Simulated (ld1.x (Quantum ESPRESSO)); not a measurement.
## Plane-wave convergence, TM potential for Si

silicon, norm-conserving Troullier–Martins (Kleinman–Bylander form), made with ld1.x (Quantum ESPRESSO) 7.5 (PBEsol, non-relativistic). Core [Ne], reference 3s2 3p2. Waves: 3s (bound): rc 1.80 bohr; 3d channel at 0.2 Ry: rc 1.35 bohr; 3p (bound): rc 1.80 bohr. Local part: the p channel. Core correction: Bessel-smoothed model core inside 1.35 bohr.

The pseudo-atom Hamiltonian at the reference potential is diagonalised in spherical Bessel functions j_l(qr) that vanish at 20 bohr, with q² up to the cutoff. All-electron valence levels (Ry): 3s -0.7882, 3p -0.2989.

Task: How do the lowest levels (Ry) of each channel move with the cutoff, and are there ghosts?

Result:

```
cutoff (Ry)     s #1     s #2    d #1    d #2     p #1    f #1  Σ f·Δε (mRy)
          8  -0.7581  -0.0199  0.0572  0.1364  -0.2983  0.1099          61.3
         10  -0.7739  -0.0212  0.0571  0.1359  -0.2984  0.1099          29.6
         12  -0.7819  -0.0219  0.0570  0.1356  -0.2984  0.1099          13.5
         15  -0.7848  -0.0221  0.0570  0.1353  -0.2987  0.1099           7.2
         18  -0.7854  -0.0222  0.0569  0.1350  -0.2988  0.1099           5.9
         21  -0.7855  -0.0222  0.0569  0.1348  -0.2988  0.1099           5.6
         25  -0.7859  -0.0222  0.0568  0.1346  -0.2988  0.1099           4.7
         30  -0.7869  -0.0223  0.0568  0.1344  -0.2988  0.1099           2.6
         35  -0.7877  -0.0224  0.0568  0.1342  -0.2988  0.1099           1.0
         40  -0.7881  -0.0224  0.0567  0.1341  -0.2988  0.1099           0.3
         45  -0.7881  -0.0224  0.0567  0.1341  -0.2988  0.1099           0.2
        400  -0.7882  -0.0224  0.0567  0.1340  -0.2989  0.1099           0.0
```

Result: no extra level below or beside the all-electron valence levels (s, d, p, f tested); 10 mRy is reached at 15 Ry and 1 mRy at 35 Ry.
